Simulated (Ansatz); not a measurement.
Molecule: C$_{6}$H$_{13}$, charge 0, multiplicity 2. It need not be the lowest isomer of its formula. 
Structure (B3LYP-D3(BJ)/def2-TZVP (Ansatz, a first-principles code) minimum search):
```xyz
19

C      2.3903     1.1495     0.7946
C      0.9222     0.7379     0.7537
C      0.5890    -0.1511    -0.4641
C     -0.8417    -0.5702    -0.5310
C     -1.3088    -1.7019     0.3187
C     -1.8561     0.3868    -1.0563
H      2.6648     1.7122    -0.1010
H      3.0418     0.2737     0.8459
H      2.6064     1.7769     1.6616
H      0.2884     1.6289     0.7288
H      0.6630     0.1994     1.6698
H      1.2358    -1.0351    -0.4267
H      0.8597     0.4003    -1.3717
H     -0.5364    -2.4656     0.4356
H     -1.5835    -1.3710     1.3339
H     -2.2013    -2.1771    -0.0980
H     -1.4477     1.0121    -1.8538
H     -2.7371    -0.1323    -1.4441
H     -2.2235     1.0712    -0.2738
```
Charge 0, spin multiplicity 2.

Quantity: atomisation energy (electronic, to ground-state atoms), in eV. Cores are frozen in the correlated levels unless marked. Open shells are spin-unrestricted. No spin-orbit coupling. No relativistic terms. The coupled-cluster limit lacks core correlation, which all-electron functionals hold. CBS(X,Y): correlation extrapolated as X^-3; Hartree-Fock from the larger set. The bracket is a focal-point correction in the basis named.

```csv
level,program,atomisation energy (eV)
B3LYP-D3(BJ)/def2-TZVPD,Ansatz + dftd3,77.70
B3LYP-D4/def2-TZVPD,Ansatz + dftd4,77.62
PBE0-D4/def2-TZVPD,Ansatz + dftd4,78.15
B2GP-PLYP-D3(BJ)/def2-TZVPD,Ansatz + dftd3,76.62
B2PLYP-D4/def2-TZVPD,Ansatz + dftd4,76.79
CCSD/cc-pVDZ,Ansatz,[?]
"RI-MP2/CBS(cc-pVTZ,cc-pVQZ)+[CCSD(T)-MP2]/cc-pVTZ",Ansatz,[?]
```

Problem. What belongs in the gaps?

Solution. 
- CCSD/cc-pVDZ, atomisation energy (eV): 71.91
- RI-MP2/CBS(cc-pVTZ,cc-pVQZ)+[CCSD(T)-MP2]/cc-pVTZ, atomisation energy (eV): 77.46
